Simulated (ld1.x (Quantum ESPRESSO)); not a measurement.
## Plane-wave convergence, TM potential for copper

| Quantity | Value |
| --- | --- |
| Element | copper |
| Generator | ld1.x (Quantum ESPRESSO) 7.5 |
| Type | norm-conserving Troullier–Martins (Kleinman–Bylander form) |
| Functional | PBE |
| Relativity | non-relativistic |
| Frozen core | [Ne] |
| Valence charge | 19 |
| Reference configuration | 3s2 3p6 3d10 4s1 4p0 |
| Partial waves | 3p (bound): rc 0.65 bohr; 3d (bound): rc 1.05 bohr; 3s (bound): rc 0.95 bohr |
| Local potential | the s channel |
| Core correction | a·sin(br)/r model core inside 0.45 bohr |

Occupied shells without a wave of their own: 4s. They enter only through the test configuration that unscreens the potential, and ld1.x also counts them in the model core charge.

The pseudo-atom Hamiltonian at the reference potential is diagonalised in spherical Bessel functions j_l(qr) that vanish at 20 bohr, with q² up to the cutoff. All-electron valence levels (Ry): 3p -5.2260, 4p -0.0519, 3d -0.3832, 3s -8.1545, 4s -0.3262.

Task: How do the lowest levels (Ry) of each channel move with the cutoff, and are there ghosts?

Result:

```csv
cutoff (Ry),p #1,p #2,d #1,s #1,s #2,s #3,f #1,Σ f·Δε (mRy)
8,-1.1869,0.0027,0.0617,-6.6378,-0.2255,0.0187,0.1113,31835.0
18,-3.0702,-0.0213,0.0616,-7.8065,-0.3211,0.0083,0.1113,18100.9
35,-4.7174,-0.0428,0.0614,-7.8647,-0.3325,0.0072,0.1113,8087.7
55,-5.1452,-0.0508,0.0610,-8.0498,-0.3375,0.0067,0.1113,5142.0
90,-5.2028,-0.0525,0.0361,-8.1408,-0.3432,0.0062,0.1113,4358.9
140,-5.2171,-0.0527,-0.3318,-8.1472,-0.3436,0.0062,0.1113,581.8
230,-5.2253,-0.0530,-0.3829,-8.1541,-0.3439,0.0062,0.1113,7.3
400,-5.2260,-0.0530,-0.3831,-8.1545,-0.3439,0.0062,0.1113,0.0
```

Result: no extra level below or beside the all-electron valence levels (p, d, s, f tested); 10 mRy is reached at 230 Ry and 1 mRy at over 300 Ry.

ld1.x takes every shell without a wave as core, so the model core holds the 4s electrons as well and exchange and correlation see them twice. This cancels in the reference configuration, but the file is broken for other ones, and its errors say nothing about a proper core correction. Its largest configuration-test error is -1166 meV.
